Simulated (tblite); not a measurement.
Record of a relaxation.

C5H11Se (doublet state).
Atom-mapped SMILES: `[CH2:1][CH2:2][CH2:3][CH2:4][CH2:5][SeH:6]` (hydrogens: H7, H8 on C1; H9, H10 on C2; H11, H12 on C3; H13, H14 on C4; H15, H16 on C5; H17 on Se6)

Computed with GFN2-xTB (tblite), gas phase: L-BFGS steps from a force-field or distance-geometry start until the largest atomic force falls under 0.01 eV/Å. 4 of its 141 geometries are shown.

Step 0: E = -526.6799 eV, largest atomic force 2.634 eV/Å
```
atom  x, y, z in Å  |  force x, y, z in eV/Å
C1      1.516    1.255    0.135    1.266  -0.720   1.921
C2      1.321   -0.204    0.518    2.410   0.842   0.376
C3      0.601   -0.894   -0.564    0.700  -1.724  -1.864
C4     -0.750   -0.385   -0.944   -1.072  -0.277  -1.857
C5     -1.823   -0.393    0.094   -1.563   0.742  -0.685
Se6    -1.372    0.727    1.588   -0.068   0.889   1.629
H7      2.456    1.383   -0.425   -0.944   0.310  -0.144
H8      1.462    1.886    1.037   -0.192   0.101  -0.869
H9      0.974   -0.362    1.545   -0.352   0.112  -0.350
H10     2.372   -0.657    0.511   -0.870   0.311   0.130
H11     0.579   -1.994   -0.401   -0.265   0.444   0.179
H12     1.235   -0.785   -1.489   -0.429  -0.041   0.586
H13    -0.734    0.633   -1.387    0.440  -0.373   0.345
H14    -1.114   -1.056   -1.782    0.239   0.556   0.579
H15    -2.111   -1.390    0.456    0.260   0.314   0.125
H16    -2.731    0.098   -0.364    0.507  -0.630   0.430
H17    -1.888    2.150    1.464   -0.066  -0.857  -0.532
```

Step 47: E = -527.7197 eV, largest atomic force 0.068 eV/Å
```
atom  x, y, z in Å  |  force x, y, z in eV/Å
C1      1.685    1.137    0.272    0.032   0.014   0.009
C2      1.423   -0.291    0.513    0.002   0.058   0.011
C3      0.608   -0.928   -0.629    0.019   0.006   0.004
C4     -0.714   -0.214   -0.907   -0.018  -0.017   0.002
C5     -1.773   -0.394    0.171   -0.005   0.040   0.055
Se6    -1.659    0.860    1.699    0.022   0.008  -0.003
H7      2.152    1.449   -0.644   -0.021  -0.020   0.026
H8      1.425    1.886    0.995    0.014  -0.036  -0.006
H9      0.907   -0.422    1.467   -0.020  -0.018  -0.025
H10     2.371   -0.850    0.574   -0.059   0.032  -0.005
H11     0.410   -1.976   -0.394    0.025  -0.002  -0.002
H12     1.212   -0.894   -1.539   -0.012  -0.010  -0.014
H13    -0.521    0.851   -1.068    0.018  -0.006   0.021
H14    -1.128   -0.616   -1.835   -0.010  -0.016  -0.036
H15    -1.713   -1.383    0.629    0.000  -0.008  -0.023
H16    -2.775   -0.261   -0.241    0.011  -0.005   0.009
H17    -1.916    2.056    0.928    0.002  -0.022  -0.022
```

Step 93: E = -527.7549 eV, largest atomic force 0.337 eV/Å
```
atom  x, y, z in Å  |  force x, y, z in eV/Å
C1      1.435    1.121    0.454    0.033   0.102   0.319
C2      1.357   -0.353    0.518   -0.005   0.014   0.008
C3      0.659   -0.946   -0.704   -0.030  -0.001  -0.026
C4     -0.703   -0.306   -0.980   -0.017   0.008  -0.004
C5     -1.662   -0.307    0.203    0.003  -0.009  -0.008
Se6    -1.337    1.152    1.506    0.000   0.048  -0.062
H7      1.467    1.607   -0.502    0.040   0.037  -0.006
H8      1.850    1.657    1.299   -0.106  -0.133  -0.224
H9      0.826   -0.650    1.435    0.030  -0.011   0.001
H10     2.358   -0.804    0.599    0.017   0.034   0.009
H11     0.544   -2.026   -0.574   -0.035   0.018   0.038
H12     1.286   -0.785   -1.584    0.002  -0.027   0.003
H13    -0.546    0.727   -1.297   -0.050  -0.027  -0.039
H14    -1.166   -0.846   -1.812   -0.060   0.031   0.034
H15    -1.608   -1.232    0.781    0.064   0.011  -0.032
H16    -2.694   -0.169   -0.123    0.022  -0.008  -0.034
H17    -2.073    2.173    0.773    0.091  -0.088   0.022
```

Step 140: E = -527.8270 eV, largest atomic force 0.009 eV/Å
```
atom  x, y, z in Å  |  force x, y, z in eV/Å
C1      1.178    1.130    0.600   -0.001   0.002   0.001
C2      1.333   -0.349    0.504   -0.004  -0.002  -0.001
C3      0.645   -0.934   -0.732   -0.001   0.000  -0.002
C4     -0.743   -0.345   -0.990    0.004   0.000   0.003
C5     -1.645   -0.313    0.232   -0.001  -0.004  -0.001
Se6    -1.291    1.188    1.470    0.002  -0.001   0.002
H7      1.266    1.689   -0.320   -0.003  -0.001  -0.003
H8      1.676    1.592    1.440    0.005   0.006   0.004
H9      0.917   -0.805    1.411    0.005   0.000  -0.001
H10     2.395   -0.634    0.480   -0.003   0.002   0.001
H11     0.565   -2.018   -0.615   -0.002   0.005  -0.002
H12     1.261   -0.741   -1.613   -0.002  -0.008  -0.001
H13    -0.641    0.670   -1.382   -0.003   0.002   0.001
H14    -1.238   -0.942   -1.760    0.007  -0.001   0.000
H15    -1.541   -1.215    0.838   -0.003   0.002  -0.001
H16    -2.692   -0.208   -0.059   -0.003   0.000  -0.004
H17    -1.452    2.247    0.485    0.003  -0.002   0.002
```

Q: Summarise the path.

A: The energy falls by 26.45 kcal/mol from step 0 to step 140; nine tenths of that is first reached at step 32. It rises by more than 0.2 meV at steps 85, 88 and 90. The largest force goes from 2.634 to 0.009 eV/Å. Among the bonds Se6–H17 changes most, from 1.519 to 1.455 Å; the atoms move by 0.524 Å rms after alignment.

Q: Follow the three bonds and two angles with the largest change from start to end.

A: 
| step | E above end (kcal/mol) | largest force (eV/Å) | Se6–H17 (Å) | C2–C3 (Å) | C5–Se6 (Å) | C5–Se6–H17 (°) | C3–C2–H9 (°) |
| --- | --- | --- | --- | --- | --- | --- | --- |
| 0 | 26.45 | 2.634 | 1.519 | 1.472 | 1.921 | 113.7 | 117.8 |
| 6 | 7.70 | 0.536 | 1.445 | 1.546 | 2.025 | 100.0 | 111.3 |
| 12 | 5.24 | 0.280 | 1.432 | 1.547 | 1.988 | 97.4 | 108.7 |
| 18 | 4.21 | 0.222 | 1.449 | 1.547 | 1.972 | 95.4 | 109.4 |
| 24 | 2.85 | 0.159 | 1.446 | 1.543 | 1.978 | 94.6 | 109.6 |
| 30 | 2.66 | 0.049 | 1.445 | 1.543 | 1.981 | 94.9 | 109.7 |
| 37 | 2.59 | 0.052 | 1.446 | 1.542 | 1.978 | 96.0 | 109.8 |
| 43 | 2.52 | 0.048 | 1.446 | 1.543 | 1.977 | 96.1 | 110.1 |
| 49 | 2.45 | 0.065 | 1.447 | 1.541 | 1.980 | 95.3 | 110.3 |
| 55 | 2.39 | 0.027 | 1.445 | 1.539 | 1.978 | 94.7 | 110.2 |
| 61 | 2.37 | 0.036 | 1.445 | 1.539 | 1.977 | 95.0 | 110.0 |
| 67 | 2.35 | 0.043 | 1.447 | 1.538 | 1.977 | 95.1 | 110.0 |
| 73 | 2.32 | 0.060 | 1.443 | 1.536 | 1.979 | 95.2 | 110.2 |
| 79 | 2.29 | 0.040 | 1.445 | 1.536 | 1.978 | 95.4 | 110.2 |
| 85 | 2.24 | 0.818 | 1.452 | 1.530 | 1.987 | 95.7 | 110.0 |
| 91 | 1.77 | 0.193 | 1.453 | 1.528 | 1.980 | 96.1 | 109.9 |
| 97 | 1.46 | 0.101 | 1.444 | 1.528 | 1.984 | 94.9 | 110.3 |
| 103 | 1.31 | 0.076 | 1.451 | 1.530 | 1.979 | 95.1 | 109.9 |
| 110 | 1.06 | 0.150 | 1.459 | 1.530 | 1.979 | 95.9 | 109.4 |
| 116 | 0.56 | 0.191 | 1.454 | 1.535 | 1.975 | 94.8 | 110.7 |
| 122 | 0.25 | 0.161 | 1.449 | 1.534 | 1.974 | 95.2 | 109.6 |
| 128 | 0.06 | 0.059 | 1.454 | 1.531 | 1.978 | 96.9 | 109.2 |
| 134 | 0.01 | 0.028 | 1.456 | 1.530 | 1.977 | 96.5 | 109.8 |
| 140 | 0.00 | 0.009 | 1.455 | 1.530 | 1.977 | 96.3 | 109.8 |

What follows is the cost of the whole relaxation. On one thread of an Arm Neoverse V1 (shared host), this took 0.85 s wall.
